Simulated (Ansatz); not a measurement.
`C[CH2][SbH2]` + HCl → `[Cl][SbH2]` + ethane at 500 K and 1 bar (ligand exchange at the Sb–C bond).

Gas-phase electronic energies from Ansatz, PBE0-D4/def2-TZVP geometries. CBS: MP2 limit from def2 TZ/QZ plus the TZ coupled-cluster correction, frozen cores. This one scheme is used for every species. def2 core potentials past Kr. For Sb outer-core shells are correlated without core-valence functions, which leaves a few kJ/mol of doubt a bond.

| species | CCSD(T)/CBS energy (Eh) | H − E (kJ/mol) | S (J/(mol·K)) |
| --- | --- | --- | --- |
| `C[CH2][SbH2]` | -320.31453 | 243.9 | 367.3 |
| HCl | -460.38127 | 32.5 | 201.9 |
| `[Cl][SbH2]` | -701.00845 | 61.2 | 307.5 |
| `CC` | -79.71954 | 220.5 | 259.9 |

H − E and S are ideal-gas, rigid-rotor, harmonic terms from PBE0-D4/def2-TZVP. 1 Eh = 2625.50 kJ/mol, R = 8.31446 J/(mol·K).

**Question.** By hand: ΔE, ΔH, ΔS and ΔG.

**Answer.** ΔE = (-701.00845) + (-79.71954) − (-320.31453) − (-460.38127) = -0.03219 Eh = -84.5 kJ/mol. Δ(H − E) = 61.2 + 220.5 − 243.9 − 32.5 = 5.3, so ΔH = -79.2 kJ/mol. ΔS = 307.5 + 259.9 − 367.3 − 201.9 = -1.8 J/(mol·K). ΔG = -79.2 − 500 × (-1.8)/1000 = -78.3 kJ/mol.

**Question.** By hand: the equilibrium constant, and the temperature at which ΔG would vanish if ΔH and ΔS stayed fixed.

**Answer.** log₁₀ K = −ΔG/(RT ln 10) = 8.2. ΔG = 0 at ΔH/ΔS = 44000 K, far beyond where these terms or the molecules hold.

The number of gas molecules stays the same, so ΔS is small and ΔH decides. A doubt of 5 kJ/mol in ΔE shifts log₁₀ K by 0.5 here. These are equilibria of isolated gas molecules and say nothing of rates. Largest T1 diagnostic: 0.013 (customary marks: 0.02 for closed shells, 0.045 for open ones).
